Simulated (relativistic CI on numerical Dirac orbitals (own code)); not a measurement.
Line list: Electric-dipole lines, Tb49+

These numbers are calculated, not measured: Dirac-Coulomb-Breit CI, KLI orbitals optimised for each configuration, model QED, unscaled Slater integrals (own radial code, finite nucleus).

CI space (outside the closed core [Ne]): 3s²3p⁴, 3s3p⁵, 3s²3p³3d, 3p⁶, 3s3p⁴3d, 3p⁵3d, 3s3p³3d², 3s²3p²3d4p, 3p⁵4s, 3s3p³3d4s, 3s²3p³4s, 3p⁵4p, 3s²3p³4p, 3s²3p³4d, 3p⁴3d4p, 3s3p⁴4s, 3s²3p³4f, 3s3p⁴4p, 3s3p⁴4d, 3s3p⁴4f, 3s²3p³5s, 3s²3p³5p, 3s²3p²4s4p, 3s²3p³5d, 3s²3p³5f, 3s²3p³5g, 3s3p³4s², 3s3p⁴5s, 3s²3p²3d², 3s²3p3d³, 3s3p²3d³, 3s²3p3d²4s, 3s²3p3d²4p, 3s²3p3d²4d, 3p⁴3d², 3p³3d³, 3p³3d²4s, 3p³3d²4p, 3p³3d²4d, 3s²3p²3d4s, 3s3p²3d²4s, 3s²3p3d4s², 3s²3p3d4s4p, 3s²3p3d4s4d, 3p⁴3d4s, 3p³3d4s², 3p³3d4s4p, 3p³3d4s4d, 3s²3p²4s², 3s3p²3d4s², 3s²3p4s²4p, 3s²3p4s²4d, 3s²3p²4p², 3s²3p3d4p², 3s3p²3d4p², 3s²3p4s4p², 3s²3p4p³, 3s²3p4p²4d, 3s3p³4s4p, 3s3p²3d4s4p, 3s3p²4s²4p, 3s3p²4s4p², 3s3p²4s4p4d. Double excitations out of closed p, d and f shells are left out; levels of such configurations are missing from the list, as are those of other unlisted configurations, and high levels can miss mixing partners. These lack a partner that the ground configuration has and come out too high: 3s²3p³4f, 3s3p⁴4p, 3s3p⁴4d, 3s3p⁴4f, 3s²3p³5s.

```tsv
λ vac (Å)	Lower	Upper	A (s⁻¹)	log gf	S velocity/length
28.488	3s²3p³3d ³D°2 [5]	3s²3p²3d² ³D1 [89]	1.30e+12	-0.32	0.99
28.780	3s²3p³3d ³F°3 [8]	3s²3p²3d² ³D2 [93]	8.06e+11	-0.30	0.88
28.827	3s²3p³3d ³D°3 [11]	3s²3p²3d² ³P2 [123]	2.07e+12	0.11	0.90
28.898	3s²3p³3d ³F°4 [9]	3s²3p²3d² ³D3 [112]	2.17e+12	0.28	0.88
28.916	3s²3p²3d² ³F4 [42]	3s²3p3d³ ³H°4 [276]	1.66e+12	0.27	0.92
28.967	3s²3p³3d ³F°3 [8]	3s²3p²3d² ³D2 [91]	1.21e+12	-0.12	0.91
28.968	3s²3p³3d ³F°3 [8]	3s²3p²3d² ³F3 [90]	2.00e+12	0.25	0.99
29.020	3s²3p³3d ⁵D°4 [26]	3s²3p²3d² ³D3 [229]	1.68e+12	0.17	0.89
29.099	3s²3p³3d ³D°1 [12]	3s²3p²3d² ¹D2 [127]	1.02e+12	-0.19	0.97
29.100	3s²3p³3d ³D°3 [11]	3s²3p²3d² ³F4 [121]	6.60e+11	-0.12	1.01
29.153	3s²3p³3d ³G°4 [20]	3s²3p²3d² ³G4 [195]	1.09e+12	0.10	1.00
29.206	3s²3p³3d ³D°2 [10]	3s²3p²3d² ³P1 [111]	1.86e+12	-0.15	0.94
29.299	3s²3p⁴ ³P2 [1]	3s²3p³3d ³S°1 [27]	1.91e+12	-0.13	0.98
29.320	3s²3p²3d² ³F4 [44]	3s²3p3d³ ³G°4 [305]	1.40e+12	0.21	0.94
29.342	3s²3p³3d ³D°3 [11]	3s²3p²3d² ³D3 [118]	1.14e+12	0.01	0.98
29.388	3s²3p³3d ³D°2 [10]	3s²3p²3d² ³D2 [109]	1.40e+12	-0.04	0.96
29.456	3s²3p³3d ³D°2 [10]	3s²3p²3d² ³D3 [108]	1.10e+12	0.00	1.01
29.489	3s²3p³3d ³F°4 [9]	3s²3p²3d² ³F4 [105]	2.01e+12	0.37	1.01
29.532	3s²3p⁴ ³P2 [1]	3s²3p³3d ³P°2 [24]	1.80e+12	0.07	1.00
29.574	3s²3p⁴ ³P1 [3]	3s²3p³3d ³D°2 [73]	5.08e+11	-0.48	1.02
29.600	3s²3p⁴ ¹S0 [2]	3s²3p³3d ³D°1 [33]	1.66e+12	-0.18	1.02
29.742	3s²3p⁴ ³P1 [3]	3s²3p³3d ³P°1 [70]	1.08e+12	-0.37	1.00
29.929	3s²3p⁴ ³P2 [1]	3s²3p³3d ³D°3 [23]	1.16e+12	0.04	1.04
30.132	3s²3p³3d ³F°4 [9]	3s²3p²3d² ⁵F5 [101]	8.82e+11	0.12	1.02
30.141	3s²3p²3d² ³F2 [22]	3s²3p3d³ ⁵G°2 [197]	1.48e+12	0.00	0.94
30.187	3s²3p⁴ ¹D2 [4]	3s²3p³3d ³D°2 [73]	5.27e+11	-0.44	0.99
30.394	3s²3p⁴ ¹D2 [4]	3s²3p³3d ¹F°3 [69]	1.08e+12	0.02	1.04
30.835	3s²3p³3d ³D°3 [23]	3s²3p²3d² ³G4 [195]	8.89e+11	0.06	1.02
30.911	3s²3p³3d ³G°5 [32]	3s²3p²3d² ³G5 [217]	8.77e+11	0.14	1.01
31.530	3s²3p³3d ³D°2 [5]	3s²3p²3d² ⁵G2 [66]	5.10e+11	-0.42	0.97
31.600	3s²3p³3d ³D°2 [5]	3s²3p²3d² ⁵G3 [65]	5.16e+11	-0.27	1.01
31.806	3s²3p³3d ³F°3 [8]	3s²3p²3d² ³H4 [67]	3.61e+11	-0.31	1.01
32.066	3s²3p³3d ³D°1 [6]	3s²3p²3d² ⁵G2 [66]	5.54e+11	-0.37	1.00
34.551	3s²3p²3d² ³F2 [22]	3s3p³3d² ³G°3 [159]	7.95e+11	0.00	1.12
35.009	3s²3p⁴ ¹D2 [4]	3s3p⁵ ³P°1 [53]	1.09e+12	-0.22	0.97
35.884	3s²3p³3d ³G°4 [20]	3s3p⁴3d ³G4 [147]	5.01e+11	-0.06	0.98
36.768	3s²3p⁴ ³P2 [1]	3s3p⁵ ³P°2 [13]	3.33e+11	-0.47	0.99
43.388	3s²3p⁴ ³P1 [3]	3s²3p³3d ¹D°2 [43]	3.30e+11	-0.33	1.02
44.374	3s²3p³3d ³D°3 [23]	3s²3p²3d² ³F4 [121]	3.90e+11	0.02	1.02
44.721	3s²3p⁴ ¹D2 [4]	3s²3p³3d ¹D°2 [43]	3.31e+11	-0.30	0.98
45.369	3s²3p⁴ ³P1 [3]	3s²3p³3d ³D°2 [37]	2.28e+11	-0.45	1.03
45.373	3s²3p³3d ³G°4 [20]	3s²3p²3d² ¹H5 [103]	3.71e+11	0.10	1.05
45.600	3s²3p³3d ³F°3 [18]	3s²3p²3d² ³H4 [100]	3.10e+11	-0.06	1.04
45.615	3s²3p⁴ ¹D2 [4]	3s²3p³3d ¹F°3 [40]	3.72e+11	-0.09	1.05
46.330	3s²3p⁴ ³P2 [1]	3s²3p³3d ³D°3 [11]	2.82e+11	-0.20	1.05
```

Terms are leading LS components. Brackets give the number of a level in order of energy, since labels repeat. The list gives strong lines, with weight on those to low levels, among the lowest 400 of 10362 levels, so that lines to higher ones, which can be the strongest, are missing. Levels whose partners in the same complex of configurations lie outside the list can be far off, and so can their lines. Rates are taken at the computed energies, electric ones in the length gauge. A velocity-to-length ratio far from 1 marks an uncertain rate.

At this charge energies of transitions that change n are usually good to better than 1 %, and those within a shell (Δn = 0) to a few per cent.

LS names give the leading component of a level, which can be under half, so a name can repeat, a term be missing and a line seem to break the LS rules.
